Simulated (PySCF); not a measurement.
C5H5Cl.

```xyz
11

C     -0.9121    -3.1009     0.0000
C      0.0659    -2.2325     0.0000
C      1.0532    -1.3533     0.0000
C      0.9286     0.1059     0.0000
C     -0.2361     0.7780     0.0000
Cl    -0.3203     2.5039     0.0000
H     -1.3396    -3.4832     0.9362
H     -1.3396    -3.4832    -0.9362
H      2.0786    -1.7469     0.0000
H      1.8632     0.6755     0.0000
H     -1.2148     0.2887     0.0000
```
Charge 0, spin multiplicity 1.

The structure is a stationary point at r2SCAN-D4/def2-SVP. The structure was generated by enumeration; whether it is a known compound was not checked. Other conformers were not sampled.

Level of theory: B3LYP/pcSseg-1 (PySCF). Non-relativistic, no solvent.

Question: Give the absolute GIAO shielding of each atom: isotropic value and principal components (ppm). (Estimate from the structure and the level; the computed values follow.)

Answer: 
```tsv
atom	σ(iso)	σ11	σ22	σ33	span
C1	95.7	3.3	123.2	160.6	157.3
C2	-50.4	-67.0	-52.4	-31.8	35.2
C3	85.9	2.0	106.5	149.3	147.3
C4	46.8	-62.5	65.8	137.1	199.6
C5	39.5	-64.4	65.6	117.3	181.7
Cl6	704.0	488.8	688.9	934.4	445.7
H7	26.1	24.5	24.6	29.1	4.7
H8	26.1	24.5	24.6	29.1	4.7
H9	25.8	22.9	26.8	27.6	4.7
H10	25.7	23.5	24.1	29.4	5.9
H11	24.9	20.3	24.4	29.9	9.6
```
